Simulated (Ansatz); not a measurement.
The molecule SiP-, closed-shell singlet (lowest of 2S+1 = 1, 3, 5 at CCSD(T)/def2-TZVPP on PBE0 minima; our sources give no spin for the ground state, which may be another).

Constants: fifth-degree fit in 1/R to seven points, most abundant isotopes. Runs in def2 and cc sets follow the lowest solution found near the PBE0 minimum. The singlet is held restricted. HF and MP2 rows in def2 and cc sets belong to the determinant that coupled cluster picked by its CCSD energy.

Cores are frozen in the correlated methods. CBS(a, b) extrapolates the correlation energy as X⁻³ and adds the Hartree–Fock energy of set b.

The values were computed with Ansatz (Gaussian basis) for Hartree–Fock, density functionals and correlated methods. 

What bond length and harmonic frequency does MP2/aug-cc-pV(Q+d)Z give?

r_e = 2.027 Å, ω_e = 654 cm⁻¹.

What bond length and harmonic frequency does MP2/CBS(aug-cc-pV(Q+d)Z, aug-cc-pV(5+d)Z) give?

r_e = 2.023 Å, ω_e = 658 cm⁻¹.

What bond length and harmonic frequency does CCSD(T)/CBS(aug-cc-pV(Q+d)Z, aug-cc-pV(5+d)Z) give?

r_e = 2.017 Å, ω_e = 674 cm⁻¹.

Doubts at one or more of the structures used: a restricted determinant that unrestricted orbitals would lower (MP2/aug-cc-pV(Q+d)Z, MP2/CBS(aug-cc-pV(Q+d)Z, aug-cc-pV(5+d)Z), CCSD(T)/CBS(aug-cc-pV(Q+d)Z, aug-cc-pV(5+d)Z)).

Ansatz is an electronic-structure program.
